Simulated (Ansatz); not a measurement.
Kohn–Sham single points on CH$_{4}$BFSi, SMILES `F[SiH]1BC1`.

```yaml
crystal:
  periodic: [false, false, false]
  atoms:
    - {symbol: F, position_ang: [-2.151157, -0.505694, -0.055810]}
    - {symbol: Si, position_ang: [-0.916077, 0.510501, -0.124132]}
    - {symbol: B, position_ang: [0.645491, 0.413171, 0.930293]}
    - {symbol: C, position_ang: [0.713334, -0.661595, -0.094697]}
    - {symbol: H, position_ang: [-1.260237, 1.444376, -1.223227]}
    - {symbol: H, position_ang: [1.489917, 1.124627, 1.364162]}
    - {symbol: H, position_ang: [1.619535, -0.938967, -0.630300]}
    - {symbol: H, position_ang: [-0.048606, -1.443619, -0.222089]}
basis:
  gaussian: {orbitals: def2-TZVPP}
hamiltonian: {xc: lda}
output: {orbitals: {seedname: orbitals}}
```

```sh
$ ansatz run in.yaml --threads 2 --pin off --events-out ev --progress --plain --max-ram 4352MiB
```

Shortened log:

```
Functional definition: SPW92
1029 factors; their error is unknown
mean field evaluation 1: about -12294.8754 eV, gradient 7.4e1 eV
mean field evaluation 2: about -12248.8643 eV, gradient 1.3e2 eV
mean field evaluation 4: about -12307.0043 eV, gradient 1.8e1 eV
mean field evaluation 8: about -12307.8120 eV, gradient 1.6e-1 eV
mean field evaluation 16: about -12307.7896 eV, gradient 5.0e-4 eV
mean field -12307.78955319 eV, -452.3029235604 hartree, gradient 5.3e-5 eV, S^2 0.000000; 0 other end points of the search recorded, 0 dependent functions left out
reference -12307.78959123 eV, -452.3029249582 hartree; 19, 19 occupied and 172, 172 virtual orbitals, 1029 factors
Total energy: -12307.78959123 eV, -452.3029249582 hartree
```

It took 1.2 s on 2 threads of an Arm Neoverse V1 on a shared host, with 0.19 GiB of host memory at the peak.

With the line `hamiltonian: {xc: {name: r2SCANh}, dispersion: d4}` (abridged; 4.7 s):

```
Functional definition: r2SCANh
mean field evaluation 16: about -12371.4699 eV, gradient 4.9e-5 eV
mean field -12371.46990774 eV, -454.6431334258 hartree, gradient 4.9e-5 eV, S^2 0.000000
Total energy: -12371.50352823 eV, -454.6443689563 hartree
```

With the line `hamiltonian: {xc: pbe0, dispersion: d4}` (abridged; 2.8 s):

```
Functional definition: PBE0
mean field evaluation 16: about -12366.4209 eV, gradient 3.5e-5 eV
mean field -12366.42088402 eV, -454.4575852266 hartree, gradient 3.5e-5 eV, S^2 0.000000
Total energy: -12366.53596132 eV, -454.4618142394 hartree
```

Changing it to `hamiltonian: {xc: {name: revPBE}, dispersion: d4}` (abridged; 2.1 s):

```
Functional definition: revPBE
mean field evaluation 16: about -12371.6009 eV, gradient 3.5e-4 eV
mean field -12371.60091086 eV, -454.6479477018 hartree, gradient 3.9e-5 eV, S^2 0.000000
Total energy: -12372.03519547 eV, -454.6639073668 hartree
```

With the line `hamiltonian: {xc: {name: B2PLYP}}` (abridged; 5.5 s):

```
Functional definition: B2PLYP
mean field evaluation 16: about -12362.5269 eV, gradient 1.2e-4 eV
mean field -12362.52685572 eV, -454.3144823259 hartree, gradient 2.0e-6 eV, S^2 0.000000
8 core orbitals not correlated: weight in the atoms' cores, before any rotation towards them, 1.000 or more for the frozen orbitals, at most 0.000 for the correlated occupied ones
second order -21.05900277 eV of doubles, -0.00000000 eV of singles
Total energy: -12368.21294287 eV, -454.5234421745 hartree
```

With the line `hamiltonian: {xc: {name: r2SCAN0}, dispersion: d4}` (abridged; 5.5 s):

```
Functional definition: r2SCAN0
mean field evaluation 16: about -12371.0989 eV, gradient 5.6e-5 eV
mean field -12371.09893166 eV, -454.6295003067 hartree, gradient 5.6e-5 eV, S^2 0.000000
Total energy: -12371.13626010 eV, -454.6308721012 hartree
```
